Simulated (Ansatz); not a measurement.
The same path of BrH + H4Si (7 atoms, charge 0, multiplicity 1) was run twice with different band settings. Lost on the way: Si1–H2, Br6–H7. Made: Si1–Br6, H2–H7.

All numbers below come from Ansatz 0.2.0, RKS PBE/def2-SVP.

Relaxed end points:

```xyz
7
Properties=species:S:1:pos:R:3
Si 0.365 0.000 -0.157
H 0.321 0.000 1.349
H 1.803 0.000 -0.596
H -0.323 1.231 -0.672
H -0.323 -1.231 -0.672
Br -3.289 0.000 1.639
H -1.967 0.000 2.202
```

```xyz
7
Properties=species:S:1:pos:R:3
Si -0.449 0.000 -0.754
H 0.034 0.000 3.503
H 0.683 0.000 0.230
H -0.396 1.229 -1.613
H -0.396 -1.229 -1.613
Br -2.383 0.000 0.386
H -0.505 0.000 2.955
```

Common settings: movable images 7; climbing image yes; spring 5.0 eV/Å²; optimiser quadratic models (default); force threshold 0.05 eV/Å; iteration limit 60; end points relaxed.

| run | start path |
| --- | --- |
| 1 | through a guess of the saddle point |
| 2 | straight line |

Task: What does each run give, and how far can it be trusted?

Result: Run 1: converged after 15 iterations, highest image 1.459 eV above the first end. A vibrational analysis at the climbing image gives 2 clearly imaginary modes (874i, 190i cm⁻¹): a point of higher order. A lower path may pass nearby, or the ends, which weren't checked, may share the extra mode.
Run 2: converged after 12 iterations, highest image 1.459 eV above the first end. Another band between the same ends (7 images) ends at a top of the same energy, where a vibrational analysis finds 2 clearly imaginary modes.
The orbitals stay closed-shell, which can raise the energy where a bond breaks towards radicals; this wasn't checked here.
